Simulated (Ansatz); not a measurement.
Reaction (hydrogenolysis of the Al–O bond): `B[NH][AlH][O]C` + H₂ → `B[NH][AlH2]` + CH₃OH

Computed with Ansatz on PBE0-D4/def2-TZVP structures; ΔE is electronic, products minus reactants. CCSD(T)/CBS is the MP2 limit (def2-TZVPP, def2-QZVPP) plus CCSD(T) − MP2 in def2-TZVPP, frozen cores. This one scheme is used for every species. One conformer a species, not always the lowest.

| level | ΔE (eV) |
| --- | --- |
| SCS-MP2/def2-TZVPP | 1.13 |
| MP2/def2-QZVPP | 1.22 |

Q: What does CCSD(T)/CBS give? (Estimate.)

A: Computed: +1.16 eV. The listed levels differ from it by -0.03, 0.06 eV.

Largest T1 diagnostic among the species: 0.013.

From PBE to PBE0 (25 % exact exchange), in def2-TZVPP and without D4, ΔE moves by −0.04 eV. In def2-TZVPP, CCSD(T) changes the Hartree–Fock value by +0.32 eV (the triples alone add +0.06 eV) and MP2 by +0.39 eV.
